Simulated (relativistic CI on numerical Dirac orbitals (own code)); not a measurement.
**Zeeman pattern of Ti+ 3685.20 Å at 0.1 T**

Problem. The line 3d²4s ²F5/2 – 3d²4p ²D°3/2 of Ti+ lies at 3685.20 Å (air; NIST Handbook). Calculate its Zeeman pattern at B = 0.1 T, seen across the field, in LS coupling, and compare it with the Doppler width at an assumed gas temperature of 1000 K.

Working.
1. Landé factors g = 3/2 + [S(S + 1) − L(L + 1)]/[2J(J + 1)]: lower 0.8571, upper 0.8000.
2. The unit is μB B/hc = 0.46686 × 0.1 = 0.0467 cm⁻¹, or 6.3 mÅ at this wavelength. A component is shifted by g_u m_u − g_l m_l units. Seen across the field, the strengths for lower J and m are J² − m² (π) and ¼(J − m)(J − m − 1) (σ).
3. π components (Δm = 0), symmetric about zero, as shift (strength, strongest of all = 100): ±0.029 (100), ±0.086 (67).
4. σ components with Δm = +1, mirrored for −1: 0.771 (8), 0.829 (25), 0.886 (50), 0.943 (83).
5. The centre of the σ group lies at ḡ = 0.900 units, 5.7 mÅ from the line centre.
6. The Doppler width is 7.16 × 10⁻⁷ λ √(T/M) = 12.0 mÅ (FWHM, M = 48), so the sum of Gaussians is one broadened peak; the two σ groups show as separate peaks only through a polariser.

Check. A relativistic CI calculation gives g = 0.8569 and 0.8106 for the two levels. The nearest fine-structure partner lies 269 cm⁻¹ away, 5761 Zeeman units, so the weak-field formulas hold; hyperfine structure, which matters at weak fields for isotopes with nuclear spin, is neglected.
